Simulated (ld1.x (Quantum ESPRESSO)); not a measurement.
Results of a calculation; reference values are marked as such.
## Potentials for B (Z = 5) compared

Generated with ld1.x 7.5 (TM, RRKJ, ultrasoft, PAW), atompaw 4.2 or ONCVPSP 4.0.1. The cutoff is in Ry: for ld1.x and atompaw files where the sum of valence levels is converged to 10 mRy in a Bessel basis, for ONCV files where the hardest occupied wave has 1 mHa per electron of residual kinetic energy. The error is the largest all-electron minus pseudo excitation energy over each file’s own four to seven test configurations (ionisations up to +4, promotions, holes and added fractions of an electron), all of which were solved. The labels leave out finer settings (local radius, basis sizes, second energies), which also bear on the numbers. Spin-polarised tests are not counted. The rows are a selection from randomly drawn settings: files with unsolved tests, undetermined cutoffs or missed reference levels are left out.

```tsv
potential	cutoff (Ry)	largest error (meV)	bound ghosts
TM, PBE, scalar-relativistic, rc 1.65/1.80 (sp), local smoothed, core correction no, reference 2s1.5 2p1.5	25	+141	none
RRKJ, PBEsol, scalar-relativistic, rc 1.70/2.35 (sp), local smoothed, core correction yes, reference 2s2 2p1	35	+145	none
ultrasoft, PBE, scalar-relativistic, rc 1.45/3.20/2.85 (spd), local smoothed, core correction no, reference 2s2 2p1	8	+98	none
PAW, PBEsol, non-relativistic, rc 1.15/3.10/2.85 (spd), local smoothed, core correction yes, reference 2s2 2p1	21	+8.8	none
PAW, LDA (PZ), scalar-relativistic, rc 1.50/2.25 (sp), local smoothed, core correction yes, reference 2s2 2p1	10	-6.6	none
```

Problem. Fill in the row for B: TM, LDA (PZ), non-relativistic, rc 1.40/1.75 (sp), local smoothed, core correction no, reference 2s2 2p0.

Solution. cutoff 21 Ry, largest error +81 meV, bound ghosts: none.

Problem. Fill in the row for B: RRKJ, PBEsol, scalar-relativistic, rc 1.15/3.00/2.70 (spd), local smoothed, core correction yes, reference 2s2 2p1.

Solution. cutoff 21 Ry, largest error +305 meV, bound ghosts: none.
